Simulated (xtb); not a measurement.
Input file for xtb: GFN2-xTB on SnMo, 2S+1 = 9, a spin state set in the input, which need not be the lowest, a point of a bond scan (R = 3.005 Å).

```
$ xtb mol.xyz --gfn 2 --sp --chrg 0 --uhf 8
2

Mo     0.00000000     0.00000000     0.00000000
Sn     0.00000000     0.00000000     3.00465400
```

Question: Predict the final total energy.

Answer: -3.8549 hartree.
